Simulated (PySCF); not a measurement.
SMILES CS[Si](O)(O)O (CH6O3SSi), singlet, CAM-B3LYP/def2-SVP optimised geometry.

```
12

C      1.79    -0.61    -1.76
S      1.44    -0.98     0.00
Si    -0.68    -0.98     0.00
O     -1.43     0.49     0.00
O     -1.14    -1.74     1.39
O     -1.15    -1.70    -1.40
H      1.58     0.45    -1.98
H      2.85    -0.80    -1.92
H      1.19    -1.25    -2.41
H     -1.44     0.98     0.83
H     -0.69    -2.55     1.62
H     -2.00    -1.42    -1.75
```

Density from CAM-B3LYP/def2-TZVP (PySCF 2.14.0) at that geometry.

Minimum of the electron density along straight lines between bonded atoms, close to the bond critical point (lines longer than 1.1 times the sum of covalent radii, or with two minima, are not listed):

```csv
bond,length / Å,ρ at the minimum / e bohr⁻³,∇²ρ there / e bohr⁻⁵,position (fraction from the first atom)
C1–S2,1.828,0.175,-0.28,0.47
S2–Si3,2.122,0.108,0.07,0.64
Si3–O4,1.647,0.141,0.79,0.41
Si3–O5,1.648,0.140,0.79,0.41
Si3–O6,1.647,0.141,0.79,0.41
C1–H7,1.098,0.277,-0.95,0.65
C1–H8,1.097,0.277,-0.95,0.65
C1–H9,1.096,0.279,-0.97,0.65
O4–H10,0.963,0.351,-2.39,0.81
O5–H11,0.963,0.351,-2.39,0.81
O6–H12,0.964,0.350,-2.38,0.81
```
